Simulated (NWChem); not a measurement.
A series in which one site is exchanged, each optimised at PBE0/def2-SVP with NWChem, gas phase unless a solvent is named. All stand in one matching conformer (torsions within 35°), which need not be the lowest. Low-valent species are run as closed-shell singlets; no triplet was tried in these runs. For some, no frequency run checked for a minimum. def2 effective core potentials on Pb; no spin-orbit coupling.

A: [Cl][Pb][O]C (CH$_{3}$ClOPb; site = Cl)
B: C[O][Pb][Br] (CH3BrOPb; site = Br)
C: [PbH][O]C (CH4OPb; site = H)

Task: Rank them by static polarisability, PBE/def2-SVPD (bohr³), lowest first.

Result: C (68.9), A (79.7), B (89.9)
